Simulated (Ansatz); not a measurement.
Cost and result for the atomization energy of C3H7Al (`C/C=[CH]/[AlH2]`) (11 atoms, 10 bonds).

Cartesian coordinates in Å:
```
C -0.3820 -0.4441 -1.8124
C -0.3784 0.0175 -0.3960
C 0.6374 -0.0914 0.4717
Al 0.4361 0.5729 2.2715
H -0.5818 0.3914 -2.4916
H -1.1812 -1.1739 -1.9797
H 0.5702 -0.8995 -2.0894
H -1.3081 0.4850 -0.0642
H 1.5464 -0.5653 0.0960
H -0.9591 1.2372 2.6464
H 1.6005 0.4704 3.3477
```

The species carries charge 0 and has multiplicity 1. All single points use the PBE0-D4/def2-TZVP geometry. Program: Ansatz. All runs use 2 threads of an Arm Neoverse V2 on a shared host. Times are those of one run each, without the atoms' runs, and a repeat can differ threefold. Electronic energies, without spin–orbit coupling; frozen cores. CCSD(T)/CBS adds CCSD(T) − MP2 in def2-TZVPP to the MP2 limit, and its time is that of the two runs behind it. T1 = 0.011. B3LYP takes the VWN-RPA correlation (the form of Gaussian; ORCA's B3LYP/G). HSE06 is the plane-wave form, built on full-range PBE exchange.

CCSD(T)/CBS is a level of theory with its own doubt, some kJ/mol a heavy atom from the limit and from the frozen cores, so smaller differences don't rank the functionals.

```
                             level  functions  wall time  atomization (kcal/mol)  difference from CCSD(T)/CBS  per bond
                BLYP-D4/def2-TZVPP        233      2.6 s                   960.0                         -3.7      -0.4
                PBE0-D4/def2-TZVPP        233      2.9 s                   966.1                          2.4       0.2
                  CCSD(T)/def2-SVP         95      3.1 s                   925.9                        -37.8      -3.8
               BHLYP-D4/def2-TZVPP        233      3.2 s                   945.5                        -18.2      -1.8
               HSE06-D4/def2-TZVPP        233      3.4 s                   966.7                          3.0       0.3
           CAM-B3LYP-D4/def2-TZVPP        233      3.5 s                   968.3                          4.6       0.5
 B3LYP-D4/def2-TZVPP (with forces)        233      4.9 s                   965.5                          1.8       0.2
r2SCAN-D4/def2-TZVPP (with forces)        233      5.5 s                   966.6                          2.9       0.3
             r2SCANh-D4/def2-TZVPP        233      5.5 s                   962.7                         -1.0      -0.1
                 B2PLYP/def2-TZVPP        233        6 s                   955.6                         -8.1      -0.8
                    MP2/def2-QZVPP        451       22 s                   962.9                         -0.8      -0.1
                CCSD(T)/def2-TZVPP        233    5.4 min                   942.9                        -20.8      -2.1
                 CCSD(T)/CBS(def2)          –    5.8 min                   963.7                          0.0       0.0
```

From r2SCAN to r2SCAN0 (25 % exact exchange), in def2-TZVPP and without D4, the atomization energy moves by −9.7 kcal/mol: exact exchange takes away binding that semilocal exchange gives to molecules. At CCSD(T), def2-SVP lies −37.8 kcal/mol from the extrapolated value and def2-TZVPP −20.8 kcal/mol: correlation converges slowly with the basis, and small sets miss more of it in the bonded molecule than in its fragments. Leaving LDA and LC-ωPBE aside and taking each functional with its dispersion term where it has one, the values, not all of them listed here, spread over 31.1 kcal/mol, from BHLYP-D4 to PBE-D4. LDA lies +110.4 kcal/mol from PBE without D4, its usual overbinding.
